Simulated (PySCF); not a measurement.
Can point charges reproduce the dipole moment of `CO[C@@H]1[SiH2]C[Si@@H]1F`?

Coordinates (GFN2-xTB, Å) and charges (e) from the PBE0/pcSseg-1 density (PySCF):

```csv
atom,x,y,z,Mulliken,IAO,Hirshfeld,ESP-fitted
C1,2.387,0.669,-0.565,-0.0280,-0.1948,-0.0440,-0.1409
O2,1.314,-0.131,-0.970,-0.4935,-0.3793,-0.1488,-0.2992
C3,0.439,-0.478,0.096,-0.4796,-0.4687,-0.1342,-0.1824
Si4,-1.103,-1.476,-0.517,+0.6889,+0.7618,+0.3488,+0.4885
C5,-2.183,-0.206,0.450,-0.8657,-0.8577,-0.2597,-0.5904
Si6,-0.687,0.920,0.814,+1.0538,+1.1730,+0.4306,+0.6709
F7,-0.712,2.213,-0.155,-0.4233,-0.5302,-0.2024,-0.2918
H8,3.007,0.153,0.181,+0.0823,+0.1157,+0.0326,+0.0800
H9,2.037,1.615,-0.132,+0.0938,+0.1195,+0.0322,+0.0797
H10,2.984,0.873,-1.453,+0.1222,+0.1578,+0.0513,+0.1242
H11,1.018,-1.002,0.872,+0.1440,+0.1266,+0.0250,+0.0888
H12,-1.257,-1.432,-1.966,-0.0563,-0.1014,-0.0628,-0.0822
H13,-1.177,-2.848,-0.007,-0.0781,-0.1177,-0.0740,-0.1132
H14,-2.976,0.266,-0.125,+0.1778,+0.1719,+0.0417,+0.1591
H15,-2.652,-0.619,1.339,+0.1693,+0.1655,+0.0385,+0.1358
H16,-0.446,1.491,2.129,-0.1077,-0.1421,-0.0750,-0.1269
```

Problem. What dipole does each set of charges give (1 e·Å = 4.803 D), and what does the density give?

Solution. The full density gives (0.04, -1.08, 1.81) D, 2.11 D in size; dipole vectors point from the negative to the positive end.

```json
{"scheme": "Mulliken", "μx": "-0.17", "μy": "-1.53", "μz": "3.19", "size (D)": "3.54", "share of the full size (%)": "168", "angle to the full dipole (°)": "6"}
{"scheme": "IAO", "μx": "0.03", "μy": "-2.23", "μz": "3.24", "size (D)": "3.94", "share of the full size (%)": "186", "angle to the full dipole (°)": "4"}
{"scheme": "Hirshfeld", "μx": "-0.06", "μy": "-0.99", "μz": "0.96", "size (D)": "1.38", "share of the full size (%)": "66", "angle to the full dipole (°)": "15"}
{"scheme": "ESP-fitted", "μx": "0.05", "μy": "-1.09", "μz": "1.83", "size (D)": "2.13", "share of the full size (%)": "101", "angle to the full dipole (°)": "0"}
```

Problem. Which set comes closest?

Solution. Length of the difference vector: ESP-fitted 0.02 D, Hirshfeld 0.86 D, Mulliken 1.46 D, IAO 1.83 D. Closest: ESP-fitted. 

Problem. What is left for the Hirshfeld atoms' own dipoles?

Solution. The shares of the density sum to the whole, so what Σ q r misses lies in dipoles about the nuclei. The atomic dipoles sum to (0.04, -1.08, 1.81) − (-0.06, -0.99, 0.96) = (0.10, -0.09, 0.85) D, 0.86 D in size.

Problem. With the origin at the mean of the coordinates, (0.000, 0.001, -0.001) Å, which are the largest single terms, by size, of the IAO dipole along the direction of the full one?

Solution. F7 +3.26, C5 -1.87, O2 +1.35, H10 -1.24, Si6 +1.21 D; all 16 atoms together +3.93 D. The single terms depend on the origin, their sum doesn't.

Problem. Give the size of the full dipole in other units.

Solution. 2.11 D = 0.831 au = 0.440 e·Å = 7.04 × 10⁻³⁰ C·m.

Isolated species at its GFN2-xTB geometry (one conformer only).

Shape of the structure used: `[CH3:1][O:2][C@@H:3]1[SiH2:4][CH2:5][Si@@H:6]1[F:7]`: C1–O2–C3–Si4 176°.
